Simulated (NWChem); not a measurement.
[O]C(C)C (C3H7O, doublet), optimised at PBE-D3(BJ)/def2-SVP with NWChem:

- highest occupied level (eV) = -5.45
- lowest empty minus highest occupied level, either spin (eV) = 0.74
- dipole (D) = 2.03

Spin-unrestricted. For one or both, no frequency run checked for a minimum.

**Question.** One C atom is replaced by Si, giving C[SiH](C)[O] (C2H7OSi, doublet), optimised at the same level. How do these values move?

**Answer.** 
| quantity | new value | change |
|---|---|---|
| highest occupied level (eV) | -6.20 | -0.75 |
| lowest empty minus highest occupied level, either spin (eV) | 0.67 | -0.07 |
| dipole (D) | 2.48 | +0.45 |
